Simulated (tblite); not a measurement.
Species: C4H12GeOSi2.
Cartesian coordinates in Å at the GFN2-xTB level; atoms count from 1:
```
atom  x, y, z in Å
Si1    2.7944    0.2002   -1.2069
Ge2    1.7489    0.6232    0.8452
C3    -0.2059    0.1628    0.8513
C4    -0.3755   -1.3090    0.6396
C5    -1.3918   -1.8947    0.0227
O6    -2.4641   -1.2633   -0.5139
Si7   -2.6907    0.3545   -0.4294
C8    -0.9289    1.0177   -0.1942
H9     2.2294    1.0518   -2.2558
H10    4.2313    0.4628   -1.1369
H11    2.5917   -1.1973   -1.5915
H12    1.8439    2.0676    1.3053
H13    2.3750   -0.1116    2.0200
H14   -0.6020    0.4094    1.8449
H15    0.3953   -1.9462    1.0534
H16   -1.4475   -2.9685   -0.1067
H17   -3.3030    0.6698   -1.7116
H18   -3.5207    0.6758    0.7335
H19   -0.8889    2.0649    0.1070
H20   -0.3960    0.9407   -1.1469
```

All values are computed: GFN2-xTB (tblite) harmonic vibrations without scaling, gas phase. The method is semi-empirical: single wavenumbers can be off by several per cent or more. Modes of hydrogen on germanium and silicon can be 10 to 20 % off. One conformer, not necessarily the lowest. The optimisation stopped once no atom felt more than 0.01 eV/Å.

Lowest wavenumbers of the output (negative numbers stand for imaginary wavenumbers):
```
mode    cm-1
  1     -22.8
  2      34.1
  3      49.2
  4      89.3
  5     137.4
  6     154.8
  7     212.7
  8     295.1
```

Question: Is this structure a minimum?

Answer: Not by this Hessian. 1 mode is imaginary beyond 20i (23i cm⁻¹), so at this level the point lies at or near a first-order saddle. The curvature is small, so loose convergence or finite differences may be the whole cause.

Question: Which atoms move in the imaginary mode?

Answer: 23i: H11 (Si–H hydrogen) 34 %, H9 (Si–H hydrogen) 26 %, H10 (Si–H hydrogen) 23 %. These are shares of the mass-weighted motion.

Question: What is the remedy?

Answer: Step along that mode in both directions, optimise again with tighter thresholds and repeat the frequencies. The zero-point energy of this point (84.9 kcal/mol) counts the 53 real modes alone, and thermal corrections from it aren't those of a minimum.

The run took 1.9 s wall on an Arm Neoverse N1 with one thread, no GPU (shared host). The figure is for the frequency step alone.
